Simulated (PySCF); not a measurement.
**PBE0 on C²⁺ (carbon, charge +2)**

Configuration: [He] 2s1 3s1, high-spin 3S determinant (an excited configuration). Calculation: PySCF 2.14, in dyall-acv3z (15s9p4d2f, 76 functions); scalar relativity by spin-free X2C-1e.

```
Total energy                        : -35.4375 hartree
One-electron energy                 : -41.8582 hartree
Hartree (Coulomb) energy            : 10.5724 hartree
Exchange-correlation energy         : -4.1518 hartree
⟨S²⟩                                : 2.0000
⟨L²⟩                                : 0.000
Sum of ⟨r⟩                          : 5.222 bohr
Sum of ⟨r²⟩                         : 15.20 bohr²
Langevin diamagnetic susceptibility : -12.0 ×10⁻⁶ cm³/mol
```

```csv
shell,electrons,mean orbital energy (eV),"rms radius, mean of both spins (bohr)"
1s α,1,-331.27,0.312
1s β,1,-329.67,0.312
2s α,1,-50.792,1.39
3s α,1,-16.561,3.62
```

The outer electron is Rydberg-like, and this basis confines it to a smaller radius and binds it less than a complete one would.
